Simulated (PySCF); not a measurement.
Al(H)(OH)(nPr) (C3H9AlO), SMILES [AlH]([OH])[CH2]CC. Atoms are numbered in the order given.

```xyz
14

Al    -0.4496     1.1989     0.5802
H     -2.0127     1.2915     0.8538
O      0.5458     2.5199     1.0184
H      0.2458     3.3384     1.4241
C      0.4389    -0.3408    -0.2379
C     -0.4540    -1.5462    -0.5751
C      0.3042    -2.7088    -1.2178
H      1.2617    -0.6528     0.4346
H      0.9536     0.0163    -1.1517
H     -0.9590    -1.9060     0.3401
H     -1.2709    -1.2304    -1.2494
H      0.7854    -2.3940    -2.1590
H     -0.3620    -3.5567    -1.4475
H      1.1010    -3.0777    -0.5503
```

Coordinates come from a B3LYP-D3(BJ)/def2-SVP optimisation. One conformer was computed; it need not be the lowest.

Computed with r2SCAN/def2-TZVP run with PySCF.

ESP charges are fitted to the potential on shells at 1.4 to 2.0 van der Waals radii. Atomic charges (e):

| atom | IAO | Mulliken | ESP fit |
|---|---|---|---|
| Al1 | 1.05 | 0.57 | 0.87 |
| H2 | -0.24 | -0.12 | -0.32 |
| O3 | -0.82 | -0.57 | -0.82 |
| H4 | 0.36 | 0.31 | 0.42 |
| C5 | -0.65 | -0.44 | -0.32 |
| C6 | -0.23 | -0.12 | 0.28 |
| C7 | -0.42 | -0.31 | -0.37 |
| H8 | 0.15 | 0.11 | 0.06 |
| H9 | 0.15 | 0.11 | 0.06 |
| H10 | 0.12 | 0.08 | -0.05 |
| H11 | 0.13 | 0.08 | -0.06 |
| H12 | 0.14 | 0.10 | 0.08 |
| H13 | 0.14 | 0.10 | 0.09 |
| H14 | 0.14 | 0.10 | 0.08 |
